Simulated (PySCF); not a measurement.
Zn(GeH3)(OSiH3), SMILES [GeH3][Zn][O][SiH3] (B3LYP/def2-SVP optimised geometry):

```
10

Zn    -0.470     0.347     0.043
Ge    -1.307     2.572     0.098
H     -2.100     2.908    -1.185
H     -2.255     2.787     1.300
H     -0.162     3.601     0.220
O      0.155    -1.313     0.000
Si     0.756    -2.832     0.000
H      2.255    -2.832     0.000
H      0.311    -3.599    -1.207
H      0.311    -3.601     1.206
```

Computed with B3LYP/def2-TZVP (PySCF).

### Question
What are the frontier orbital energies and the dipole moment?

### Answer
HOMO-2 -8.19 eV, HOMO-1 -7.90 eV, HOMO -7.90 eV, LUMO -1.18 eV, LUMO+1 -1.03 eV; dipole moment 1.97 D.

On the same geometry PBE/def2-TZVP in PySCF 2.14.0 gives HOMO-2 -7.38 eV, HOMO-1 -6.71 eV, HOMO -6.71 eV, LUMO -1.73 eV, LUMO+1 -1.51 eV; dipole moment 2.00 D.

Meta-Löwdin charges at B3LYP/def2-TZVP: Zn1 1.08, Ge2 -0.21, H3 -0.04, H4 -0.04, H5 -0.04, O6 -1.10, Si7 0.78, H8 -0.14, H9 -0.14, H10 -0.14.
